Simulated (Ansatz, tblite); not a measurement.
Removing an electron: CaCl2⁻ (the lowest doublet isomer of a short search). The state is a doublet with charge -1. Geometry: PBE-D4/def2-TZVPD. Ansatz, gas phase; energy differences of separate SCF runs; the oxidised species is a singlet (the triplet lies 4.57 eV higher at PBE0-D4/def2-TZVPD).

```tsv
atom	x (Å)	y (Å)	z (Å)
Ca1	0.2285	-0.3312	-0.6628
Cl2	-0.4332	-1.8772	1.2423
Cl3	0.2047	2.2084	-0.5794
```

The xTB rows come from tblite. Correlated methods freeze 15 core orbitals; core or outer-core shells of Ca are correlated, in sets that lack core-valence functions. The structure comes from a short search, and lower isomers may exist.

```csv
level,−HOMO (eV),vertical IE (eV),−LUMO (eV),HOMO–LUMO gap (eV),remarks
GFN1-xTB,–,5.81,–,–,–
GFN2-xTB,–,6.21,–,–,–
HF/def2-TZVPPD,–,1.06,–,–,–
PBE-D4/def2-TZVPD,-0.69,1.29,-1.60,0.91,HOMO above zero (-1 doublet)
r2SCAN-D4/def2-TZVPD,-0.63,1.24,-1.68,1.06,HOMO above zero (-1 doublet)
PBE0-D4/def2-TZVPD,-0.12,1.31,-2.21,2.09,HOMO above zero (-1 doublet)
MP2/def2-TZVPPD,–,1.25,–,–,–
CCSD/def2-TZVPPD,–,1.27,–,–,–
CCSD(T)/def2-TZVPPD,–,1.28,–,–,–
```

  A HOMO above zero means that the electron is unbound at that level or that self-interaction error raises the level; the energy of removing that electron tells which. HOMO and LUMO are the levels of the spin that leaves or enters (xTB has no such levels and no spin-polarisation term). Other spin states of the ions may lie lower, which would lower the ionisation energy or raise the affinity. Raw xTB energy differences between charge states are shifted by several eV; the methods need an empirical correction for them.
